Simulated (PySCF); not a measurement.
## Static response to an electric field

Species: C5H7OP.
Geometry (GFN2-xTB, Å), atoms numbered from 1 in this order:
```xyz
14
C5H7OP angstrom
C      2.627   -0.242   -0.158
C      1.149   -0.071   -0.037
C      0.531    0.931    0.636
O     -0.808    0.914    0.613
C     -1.273   -0.126   -0.096
C     -2.754   -0.261   -0.187
P     -0.069   -1.144   -0.775
H      3.141    0.336    0.607
H      2.968    0.098   -1.136
H      2.898   -1.291   -0.056
H      0.976    1.737    1.191
H     -3.194    0.638   -0.620
H     -3.006   -1.117   -0.808
H     -3.186   -0.400    0.804
```

Level: wB97X-D/def2-SVPD (PySCF), static field, nuclei fixed, core orbitals frozen in the response. The polarisability tensor in these axes (au):

```
x   107.85  -0.87  -0.69
y    -0.87  78.61  12.93
z    -0.69  12.93  68.57
```

Problem. Give the principal values, the mean and the anisotropy Δα = √{½[(α1 − α2)² + (α2 − α3)² + (α1 − α3)²]}.

Solution. Principal values 59.72, 87.40 and 107.91 au; mean 85.01 au = 12.60 Å³ = 14.02 × 10⁻⁴⁰ C²·m²/J; Δα = 41.88 au (49 % of the mean).

Problem. What is the dipole moment, and where does it point?

Solution. (0.12, 0.84, 0.54) D, 1.01 D in size, pointing from the negative to the positive side. Measured along this direction, the outermost atoms are H13 at the negative end and H11 at the positive end.

Problem. Rayleigh depolarisation ratio (linearly polarised light, static tensor)?

Solution. ρ = 3Δα²/(45ᾱ² + 4Δα²) = 5261.9/(325190 + 7015.8) = 0.0158.

Problem. What are the principal values of the traceless quadrupole moment, Θ = ½Σq(3rr − r²1), about the centre of nuclear charge?

Solution. -4.38, -4.31, 8.68 D·Å. The values depend on the origin, since the dipole doesn't vanish. The electronic extent ⟨r²⟩ about the same centre is 912 bohr², a root-mean-square distance of 2.06 Å for the 60 electrons.

Problem. Sum over states: ᾱ = Σ f/ω², ω in Eh. What share falls to these 8 lowest TDDFT singlets (eV, f)? 5.25, 0.1457; 5.84, 0.0108; 6.03, 0.0109; 6.06, 0.0021; 6.55, 0.2043; 6.59, 0.0094; 7.12, 0.0038; 7.21, 0.0314.

Solution. They add up to 8.60 au, 10.1 % of the 85.01 au; the largest single term is 3.91 au, from the state at 5.25 eV. Terms in order: 3.91, 0.23, 0.22, 0.04, 3.53, 0.16, 0.06, 0.45 au. Higher excitations give the rest. The strengths listed sum to 0.418.

Problem. Directions of the eigenvectors, and the extent of the frame along each?

Solution. Largest value along (1.00, -0.04, -0.03), where the nuclei span 6.30 Å; middle along (0.05, 0.82, 0.56), 3.69 Å; least along (0.00, -0.56, 0.83), 1.87 Å. The response follows the extents in order.

Geometry: GFN2-xTB; no solvent, vibrations or thermal averaging.

These values come from a run that also computed excited states. Time: 37 s wall; peak memory 0.85 GiB. Hardware: one thread of an Arm Neoverse V1, no GPU, shared host with 32 logical CPUs at a one-minute load of 10.

Note: wB97X-D ran without an empirical dispersion term, which enters the total energy and its gradient alone.
